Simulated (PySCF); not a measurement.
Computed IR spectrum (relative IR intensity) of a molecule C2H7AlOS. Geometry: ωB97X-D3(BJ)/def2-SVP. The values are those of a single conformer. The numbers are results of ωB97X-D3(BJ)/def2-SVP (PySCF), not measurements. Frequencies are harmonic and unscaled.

Lines under 2 % of the strongest are left out, and lines within 2 cm⁻¹ are merged.

ν (cm⁻¹): 130 (vw), 163 (vw), 265 (vw), 485 (m), 503 (w), 654 (s), 741 (w), 757 (m), 1005 (vw), 1192 (w), 1263 (vs), 1496 (w), 1995 (s), 3020 (m), 3087 (w), 3102 (w), 3116 (w) (against the strongest line: vs over 80 %, s over 45 %, m over 15 %, w over 4 %, vw less)

Problem. Pick the molecule that these values belong to.
A) C[O][AlH][S]C
B) C[S][Al]([CH3])[OH]
C) C[O][Al]([CH3])[SH]

Solution. A, C[O][AlH][S]C
